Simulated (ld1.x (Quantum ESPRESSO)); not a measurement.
Scattering properties, TM potential for Kr (Z = 36)

ld1.x (Quantum ESPRESSO) 7.5 input, shortened:

```
&input
   title='Kr', zed=36., rel=1, dft='PBE', iswitch=3,
   config='[Kr] 4d-2'
 /
 &inputp
   pseudotype=2, tm=.true., lloc=-1, rcloc=1.55,
   nlcc=.false.
 /
3
4S  1  0   2.00   0.00  1.15  1.15  0.0
4P  2  1   6.00   0.00  1.65  1.65  0.0
4D  3  2  -2.00   0.25  1.80  1.80  0.0
 &test
   configts(1)='4s2 4p6'
 /
```

The phase is arctan(r·u′/u) with u = r·R(r), unwrapped; energies in Ry, scanned from -4 to 5 Ry. A pole is an energy at which the radial function vanishes at the test radius. The pseudo phase is shifted by a multiple of π to meet the all-electron one at the reference energy, and phase errors are pseudo minus all-electron; the curves can meet again beyond the range given. Levels narrower than the energy grid can be missing from the lists of poles.

Problem. For each channel, where are the poles, and over which energies does the pseudopotential scatter like the atom?

Solution.

```tsv
channel	radius (bohr)	reference energy (Ry)	poles, all-electron	poles, pseudo	unbroken range about the reference energy with phases within 0.05 rad	phase error 1 Ry above the reference energy (rad)
s	1.96	-1.69	0.02	-0.04, 4.50	below 1.9	-0.003
p	1.96	-0.68	1.77	1.69	below 4.2	-0.003
d	1.96	0.25	4.71	4.29	the whole range	-0.017
```

Phases in the d channel:

| E (Ry) | all-electron | pseudo |
| --- | --- | --- |
| -4.00 | 1.323 | 1.318 |
| -3.52 | 1.306 | 1.302 |
| -3.04 | 1.287 | 1.283 |
| -2.56 | 1.264 | 1.260 |
| -2.08 | 1.234 | 1.231 |
| -1.60 | 1.196 | 1.193 |
| -1.12 | 1.143 | 1.141 |
| -0.64 | 1.068 | 1.067 |
| -0.16 | 0.949 | 0.949 |
| 0.32 | 0.742 | 0.742 |
| 0.80 | 0.344 | 0.341 |
| 1.28 | -0.298 | -0.316 |
| 1.76 | -0.848 | -0.874 |
| 2.24 | -1.145 | -1.172 |
| 2.72 | -1.307 | -1.333 |
| 3.20 | -1.407 | -1.434 |
| 3.68 | -1.474 | -1.504 |
| 4.16 | -1.525 | -1.558 |
| 4.64 | -1.565 | -1.603 |
